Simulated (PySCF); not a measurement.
Species: C4H12BN.
SMILES with atom numbers: `[BH3-:1][N@@H+:2]([CH3:3])[CH:4]1[CH2:5][CH2:6]1`

Probes without a nucleus sit at each ring's centroid and 1 Å off its mean plane on both sides; NICS is minus the shielding there, NICSzz its component along the normal. Level: GIAO PBE0/pcSseg-1 (PySCF, non-relativistic, gas phase) on the PBE0-D3(BJ)/def2-SVP geometry, one conformer.

Ring bond lengths (Å), with Mayer bond orders in brackets: C4–C5 1.497 (0.95), C5–C6 1.506 (0.96), C6–C4 1.485 (0.97).

Problem. What do the NICS probes read (ppm)?

Solution. 
| ring | type | NICS(0) | NICS(1), two faces | NICS(1)zz, two faces | rms pucker (Å) | centre to ring atoms, mean (Å) |
| --- | --- | --- | --- | --- | --- | --- |
| C4–C5–C6 | 3-membered carbocycle; formal bonds all single | -41.0 | -9.1 / -8.2 | -23.6 / -17.9 | 0.00 | 0.86 |

Problem. What do they say, and how far can they be read as aromaticity?

Solution. 
- C4–C5–C6: mean NICS(1)zz -20.8 ppm, shielded. C4, C5, C6 have four or more neighbours, and the NICS criterion for π rings isn't applied. The two faces differ by 5.7 ppm, so no symmetry operation interchanges them. NICS(0) lies 32 ppm below the mean NICS(1).

Problem. Give the inner angles of the rings and the Hirshfeld charges of the ring atoms.

Solution. 
- C4–C5–C6: C4 60.7° (+0.025 e), C5 59.2° (-0.090 e), C6 60.1° (-0.076 e); sum 180.0° against 180° for a flat convex ring.

Problem. How shielded are the nuclei of the rings and their hydrogens (means over atoms taken as equivalent)?

Solution. 
```json
{"atoms": "C4", "environment": "sp3 carbon bound to nitrogen", "σ isotropic (ppm)": "145.2", "principal values of the symmetric part, first atom (ppm)": "104.2, 123.8, 207.6"}
{"atoms": "C5", "environment": "three-membered-ring carbon", "σ isotropic (ppm)": "177.6", "principal values of the symmetric part, first atom (ppm)": "146.9, 172.9, 213.1"}
{"atoms": "C6", "environment": "three-membered-ring carbon", "σ isotropic (ppm)": "175.1", "principal values of the symmetric part, first atom (ppm)": "144.4, 172.5, 208.5"}
{"atoms": "H on C4", "environment": "methine hydrogen", "σ isotropic (ppm)": "29.33", "principal values of the symmetric part, first atom (ppm)": "23.7, 28.2, 36.1"}
{"atoms": "H on C5", "environment": "methylene hydrogen", "σ isotropic (ppm)": "31.11", "principal values of the symmetric part, first atom (ppm)": "26.3, 28.3, 38.7"}
{"atoms": "H on C5", "environment": "methylene hydrogen", "σ isotropic (ppm)": "30.69", "principal values of the symmetric part, first atom (ppm)": "25.1, 26.0, 40.9"}
{"atoms": "H on C6", "environment": "methylene hydrogen", "σ isotropic (ppm)": "30.33", "principal values of the symmetric part, first atom (ppm)": "25.0, 25.7, 40.3"}
{"atoms": "H on C6", "environment": "methylene hydrogen", "σ isotropic (ppm)": "30.76", "principal values of the symmetric part, first atom (ppm)": "25.9, 28.0, 38.3"}
```

Problem. How do the values depend on the level or the medium?

Solution. 
| level | NICS(0), C4–C5–C6 | mean NICS(1)zz, C4–C5–C6 |
| --- | --- | --- |
| PBE0/pcSseg-1, gas | -41.0 | -20.8 |
| wB97X-D/pcSseg-1, gas | -40.9 | -20.8 |

The geometry is the same throughout.

The values belong to the conformer `[BH3-:1][N@@H+:2]([CH3:3])[CH:4]1[CH2:5][CH2:6]1`: B1–N2–C4–C5 157°.
